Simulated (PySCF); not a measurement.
# SMILES C1=CC=CBN1C, C$_{5}$H$_{8}$BN

Geometry:
```json
{"atom": "C1", "x (Å)": "-2.161", "y (Å)": "-0.158", "z (Å)": "0.058"}
{"atom": "N2", "x (Å)": "-0.714", "y (Å)": "-0.117", "z (Å)": "0.030"}
{"atom": "B3", "x (Å)": "0.094", "y (Å)": "-1.260", "z (Å)": "0.260"}
{"atom": "C4", "x (Å)": "1.588", "y (Å)": "-1.033", "z (Å)": "0.195"}
{"atom": "C5", "x (Å)": "2.069", "y (Å)": "0.215", "z (Å)": "-0.071"}
{"atom": "C6", "x (Å)": "1.180", "y (Å)": "1.289", "z (Å)": "-0.285"}
{"atom": "C7", "x (Å)": "-0.165", "y (Å)": "1.093", "z (Å)": "-0.229"}
{"atom": "H8", "x (Å)": "-2.490", "y (Å)": "-1.170", "z (Å)": "0.281"}
{"atom": "H9", "x (Å)": "-2.554", "y (Å)": "0.515", "z (Å)": "0.825"}
{"atom": "H10", "x (Å)": "-2.576", "y (Å)": "0.141", "z (Å)": "-0.908"}
{"atom": "H11", "x (Å)": "-0.427", "y (Å)": "-2.287", "z (Å)": "0.481"}
{"atom": "H12", "x (Å)": "2.308", "y (Å)": "-1.826", "z (Å)": "0.354"}
{"atom": "H13", "x (Å)": "3.132", "y (Å)": "0.415", "z (Å)": "-0.124"}
{"atom": "H14", "x (Å)": "1.564", "y (Å)": "2.275", "z (Å)": "-0.495"}
{"atom": "H15", "x (Å)": "-0.852", "y (Å)": "1.915", "z (Å)": "-0.394"}
```

The calculation used PySCF, quadratic response LC-wPBE/def2-SVPD first hyperpolarisability, Taylor convention, gas phase. Geometry: GFN2-xTB.

Task: Give the tensor of the second harmonic β(−2ω;ω,ω) at 1550 nm in the axes of these coordinates.

Result: In au, Taylor convention; rows are the first index (the induced dipole):
|  | xx | yy | zz | xy | xz | yz |
| --- | --- | --- | --- | --- | --- | --- |
| x | -22.8 | -16.4 | +0.9 | +15.8 | -2.9 | +3.8 |
| y | +19.6 | +97.7 | +14.9 | -14.7 | +3.4 | -15.4 |
| z | -3.7 | -15.7 | -7.5 | +3.4 | +1.1 | +13.6 |

Norm of βᵢ = ⅓ Σⱼ (βᵢⱼⱼ + βⱼᵢⱼ + βⱼⱼᵢ): 136.5 au, hyper-Rayleigh value 52.0 au.
